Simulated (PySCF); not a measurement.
Cl6Si2, charge -1, doublet, geometry from GFN2-xTB (a state made from the parent by changing its charge; the spin is typed, not shown lowest) (in this run its highest filled SCF level lies above zero, so its values depend strongly on the basis, on diffuse functions most of all); SCAN/STO-3G run with PySCF.

PySCF was given this input:
```python
from pyscf import gto, scf, dft

mol = gto.M(
    atom='''
Cl    2.098559   -0.244712   -1.479515
Si    1.101280    0.216462    0.300908
Cl    2.631995    1.524427    1.120742
Cl    1.515493   -1.437916    1.512771
Si   -1.101280   -0.216462   -0.300908
Cl   -1.515493    1.437916   -1.512771
Cl   -2.631995   -1.524427   -1.120742
Cl   -2.098559    0.244712    1.479515
''',
    basis='sto-3g',
    charge=-1,
    spin=1,
    verbose=4,
)

mf = dft.UKS(mol)
mf.xc = 'scan'
mf.grids.radi_method = dft.radi.gauss_chebyshev
mf.kernel()
mf.analyze()
```

**Question.** Predict the main parts of the log of this PySCF run.

**Answer.** 
```
PySCF version 2.14.0

[INPUT] verbose = 4
[INPUT] num. atoms = 8
[INPUT] num. electrons = 131
[INPUT] charge = -1
[INPUT] spin (= nelec alpha-beta = 2S) = 1
[INPUT] symmetry False subgroup None
[INPUT] Mole.unit = angstrom
[INPUT] Symbol           X                Y                Z      unit          X                Y                Z       unit  Magmom
[...]
nuclear repulsion = 1176.11791556061
number of shells = 40
number of NR pGTOs = 216
number of NR cGTOs = 72
basis = sto-3g
ecp = {}

******** <class 'pyscf.dft.uks.UKS'> ********
method = UKS
initial guess = minao
damping factor = 0
level_shift factor = 0
DIIS = <class 'pyscf.scf.diis.CDIIS'>
diis_start_cycle = 1
diis_space = 8
diis_damp = 0
SCF conv_tol = 1e-09
SCF conv_tol_grad = None
SCF max_cycles = 50
direct_scf = True
direct_scf_tol = 1e-13
number electrons alpha = 66  beta = 65
XC library pyscf.dft.libxc version 7.1.2
    S. Lehtola, C. Steigemann, M. J. T. Oliveira, and M. A. L. Marques,  SoftwareX 7, 1–5 (2018)
XC functionals = scan
    J. Sun, A. Ruzsinszky, and J. P. Perdew,  Phys. Rev. Lett. 115, 036402 (2015)
    J. Sun, A. Ruzsinszky, and J. P. Perdew,  Phys. Rev. Lett. 115, 036402 (2015)
radial grids: Gauss-Chebyshev [JCP 108, 3226 (1998); DOI:10.1063/1.475719) radial grids
becke partition: Becke, JCP 88, 2547 (1988); DOI:10.1063/1.454033
pruning grids: <function nwchem_prune>
grids dens level: 3
symmetrized grids: False
atomic radii adjust function: <function treutler_atomic_radii_adjust>
small_rho_cutoff = 0
Set gradient conv threshold to 3.16228e-05
tot grids = 148016
init E= -3302.69131022818

cycle= 1 E= -3303.89771733865  delta_E= -1.21  |g|= 0.418  |ddm|=  2.8
cycle= 2 E= -3303.63543805276  delta_E= 0.262  |g|= 0.72  |ddm|= 2.31
cycle= 3 E= -3304.07681941271  delta_E= -0.441  |g|= 0.026  |ddm|= 1.46
cycle= 4 E= -3304.0774317811  delta_E= -0.000612  |g|= 0.0122  |ddm|= 0.119
cycle= 5 E= -3304.07765474328  delta_E= -0.000223  |g|= 0.00115  |ddm|= 0.0445
cycle= 6 E= -3304.0776568752  delta_E= -2.13e-06  |g|= 0.000297  |ddm|= 0.00492
cycle= 7 E= -3304.07765697485  delta_E= -9.96e-08  |g|= 2.25e-05  |ddm|= 0.000858
cycle= 8 E= -3304.0776569756  delta_E= -7.55e-10  |g|= 3.46e-06  |ddm|= 9.19e-05
Extra cycle  E= -3304.07765697562  delta_E= -1.09e-11  |g|= 2.9e-06  |ddm|= 1.87e-05
converged SCF energy = -3304.07765697562  <S^2> = 0.75573082  2S+1 = 2.0057226
**** SCF Summaries ****
Total Energy =                       -3304.077656975615810
[...]
spin_pop of  4 Si 1s        0.00000
spin_pop of  4 Si 2s        0.00005
spin_pop of  4 Si 3s        0.17599
spin_pop of  4 Si 2px       0.00002
spin_pop of  4 Si 2py       0.00000
spin_pop of  4 Si 2pz      -0.00005
spin_pop of  4 Si 3px       0.04503
spin_pop of  4 Si 3py       0.11116
spin_pop of  4 Si 3pz       0.02136
spin_pop of  5 Cl 1s        0.00000
spin_pop of  5 Cl 2s        0.00000
spin_pop of  5 Cl 3s        0.00028
spin_pop of  5 Cl 2px      -0.00000
spin_pop of  5 Cl 2py       0.00000
spin_pop of  5 Cl 2pz      -0.00000
spin_pop of  5 Cl 3px      -0.00110
spin_pop of  5 Cl 3py       0.00670
spin_pop of  5 Cl 3pz      -0.00522
spin_pop of  6 Cl 1s        0.00000
spin_pop of  6 Cl 2s        0.00001
spin_pop of  6 Cl 3s        0.00407
spin_pop of  6 Cl 2px       0.00006
spin_pop of  6 Cl 2py       0.00001
spin_pop of  6 Cl 2pz       0.00001
spin_pop of  6 Cl 3px       0.11946
spin_pop of  6 Cl 3py       0.01032
spin_pop of  6 Cl 3pz       0.01119
spin_pop of  7 Cl 1s        0.00000
spin_pop of  7 Cl 2s        0.00000
spin_pop of  7 Cl 3s        0.00030
spin_pop of  7 Cl 2px      -0.00000
spin_pop of  7 Cl 2py       0.00000
spin_pop of  7 Cl 2pz      -0.00000
spin_pop of  7 Cl 3px      -0.00344
spin_pop of  7 Cl 3py       0.00880
spin_pop of  7 Cl 3pz      -0.00500
 ** Mulliken Spin Density (per atom)  **
spin density of  0 Cl =      0.00066
spin density of  1 Si =      0.35357
spin density of  2 Cl =      0.14511
spin density of  3 Cl =      0.00066
spin density of  4 Si =      0.35357
spin density of  5 Cl =      0.00066
spin density of  6 Cl =      0.14511
spin density of  7 Cl =      0.00066
 ** Mulliken pop alpha/beta on meta-lowdin orthogonal AOs **
 ** Mulliken pop       alpha | beta **
In total            66.00000 | 65.00000
 ** Mulliken atomic charges   ( Nelec_alpha | Nelec_beta ) **
charge of  0Cl =     -0.32705  (     8.66386      8.66319 )
charge of  1Si =      0.51114  (     6.92121      6.56765 )
charge of  2Cl =     -0.35695  (     8.75103      8.60592 )
charge of  3Cl =     -0.32715  (     8.66390      8.66324 )
charge of  4Si =      0.51114  (     6.92121      6.56765 )
charge of  5Cl =     -0.32715  (     8.66390      8.66324 )
charge of  6Cl =     -0.35695  (     8.75103      8.60592 )
charge of  7Cl =     -0.32705  (     8.66386      8.66319 )

WARN: System has nonzero charge -1; the dipole moment is origin-dependent.
Location of origin: [0. 0. 0.]

Dipole moment(X, Y, Z, Debye): -0.00000, -0.00000, -0.00000
```
